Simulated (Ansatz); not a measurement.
Pulling on the C2–H6 bond in CH6Sn (SMILES [CH3][SnH3]) (multiplicity 1 held, fragments rigid). Energies count from the point at 1.089 Å.
Geometry at that point (charge 0, multiplicity 1):
```xyz
8

Sn    -0.301     0.032    -0.006
C      1.844    -0.199     0.039
H     -0.976    -0.976    -1.217
H     -0.710     1.661    -0.350
H     -0.971    -0.399     1.511
H      2.099    -1.235     0.257
H      2.269     0.443     0.809
H      2.266     0.076    -0.927
```

R- and RO- levels are restricted; in cc, def2 and unpolarised 6-31G sets they are followed outwards from rest. Unrestricted levels (U-) break spin symmetry where that is lower. Levels need not reach the same state.

Run with Ansatz (a program for electronic structure). Each number belongs to the level named beside it. In def2 rows elements past Kr take small-core potentials, without spin–orbit coupling.

Task: One of these levels gives 183.03 kcal/mol for the energy at R = 3.484 Å. Which one is it?
A) U-r2SCAN/def2-TZVPP
B) R-r2SCAN/def2-TZVPP
C) R-HF/def2-TZVPP

Result: C, R-HF/def2-TZVPP. The others give 147.70 (R-r2SCAN/def2-TZVPP), 111.38 (U-r2SCAN/def2-TZVPP)

Doubts at one or more of the structures used: a restricted determinant that unrestricted orbitals would lower (R-HF/def2-TZVPP, R-r2SCAN/def2-TZVPP); a spin-contaminated determinant (U-r2SCAN/def2-TZVPP).
